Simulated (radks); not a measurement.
Results of a calculation; reference values are marked as such.
Q: Radial electron density D(r) = 4 pi r^2 rho(r) of an atom or ion with 20 electrons. Code: a radial shooting solver on a logarithmic mesh with Libxc functionals. Model: scalar-relativistic Kohn-Sham, PBEsol, spin-polarised, spherical densities, finite nucleus; Fermi nuclear charge, rms radius of each element as measured or else 0.836 A^(1/3) + 0.57 fm.

```
   r/bohr * D(r) (the largest magnitude, 27.9, reaches the edge; | marks zero)
  0.01091 |             *
  0.01281 |                *
  0.01503 |                    *
   0.0175 |                         *
  0.02053 |                              *
  0.02409 |                                   *
  0.02805 |                                        *
  0.03292 |                                             *
  0.03832 |                                                *
  0.04497 |                                                  *
  0.05277 |                                                  *
  0.06143 |                                                *
  0.07209 |                                             *
   0.0846 |                                         *
  0.09849 |                                      *
   0.1156 |                                      *
   0.1356 |                                        *
   0.1579 |                                             *
   0.1853 |                                                   *
   0.2157 |                                                      *
   0.2531 |                                                     *
   0.2971 |                                              *
   0.3458 |                                    *
   0.4058 |                         *
   0.4763 |                 *
   0.5544 |              *
   0.6507 |                *
   0.7575 |                  *
   0.8889 |                   *
    1.043 |                 *
    1.214 |             *
    1.425 |        *
    1.672 |    *
    1.947 | *
    2.285 |*
    2.681 *
    3.121 *
    3.663 *
    4.264 *
    5.004 *
    5.872 *
    6.836 *
    8.022 *
    9.414 *
    10.96 *
    12.86 *
    15.09 *
    17.57 *
    20.62 *
       24 *
    28.17 *
```

What is the nuclear charge?

A: Z = 22. The innermost maximum, from 1s, lies near gamma/Z bohr with gamma = sqrt(1 - (Z/c)^2) = 0.987, here 0.0449 bohr (found: 0.0479), and its height grows with Z. The density is that of the titanium ion Ti2+ in [Ar] 3d1 7p1; the configuration itself is not fixed sharply by these data, and Z only to about a unit. D(r) has 6 maxima, at r = 0.0479, 0.226, 0.868, 4.69, 8.97, 16.7 bohr, and minima at 0.109, 0.568, 3.60 bohr, inside which lie 2.14, 10.41, 19.02 electrons.
